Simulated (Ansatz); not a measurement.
Two isomers of C3H11BSi: A = `B[Si](C)(C)C`, B = `B[SiH](C)CC`.

Isolated molecules relaxed with PBE0-D4/def2-TZVP in Ansatz; ΔE leaves out vibrations. CCSD(T)/CBS is the MP2 limit (def2-TZVPP, def2-QZVPP) plus CCSD(T) − MP2 in def2-TZVPP, frozen cores. DFT in def2-TZVPP. B3LYP here is the variant with VWN-RPA as its local correlation; programs differ in this. Each species was taken in one conformer, which may not be the lowest.

A:

```xyz
16

B     1.8536    0.4874    0.8938
Si    0.0653    0.0253    0.0897
C     0.3903   -0.1515   -1.7627
C    -1.2095    1.3808    0.3575
C    -0.6116   -1.6011    0.7466
H     2.6305   -0.3582    1.2397
H     2.2325    1.6209    0.9922
H    -0.5416   -0.4055   -2.2772
H     1.1140   -0.9431   -1.9716
H     0.7690    0.7773   -2.1964
H    -1.4272    1.5196    1.4198
H    -2.1499    1.1369   -0.1450
H    -0.8538    2.3363   -0.0363
H    -0.8130   -1.5453    1.8196
H    -1.5478   -1.8645    0.2463
H     0.0993   -2.4152    0.5839
```

B:

```xyz
16

B    -0.406    1.586   -1.404
Si    0.529    0.440   -0.043
C     1.129    1.408    1.452
C    -0.458   -1.074    0.494
C    -0.853   -1.991   -0.658
H    -1.262    1.163   -2.128
H    -0.087    2.729   -1.570
H     1.729   -0.047   -0.809
H     0.287    1.797    2.031
H     1.744    2.256    1.145
H     1.726    0.776    2.114
H     0.138   -1.623    1.231
H    -1.351   -0.730    1.030
H    -1.462   -1.464   -1.397
H    -1.431   -2.852   -0.311
H     0.028   -2.375   -1.179
```

Q: Which isomer does CCSD(T)/CBS put lower? Give the gap. (Best estimate.)

A: The calculation gave: A, by 51.0 kJ/mol.

Q: Give E(B) − E(A) in kJ/mol with HF/def2-TZVPP, CCSD(T)/def2-TZVPP, CCSD/def2-TZVPP, ωB97M-V, B3LYP-D4, MP2/def2-TZVPP, B3LYP. (Best estimate.)

A: Computed: HF/def2-TZVPP 45.7, CCSD(T)/def2-TZVPP 49.8, CCSD/def2-TZVPP 49.2, ωB97M-V 52.0, B3LYP-D4 50.7, MP2/def2-TZVPP 52.9, B3LYP 49.0. None reverses the order clearly.

Largest T1 diagnostic: 0.010.

In def2-TZVPP, CCSD(T) changes the Hartree–Fock value by +4.0 kJ/mol (the triples alone add +0.6 kJ/mol) and MP2 by +7.2 kJ/mol.
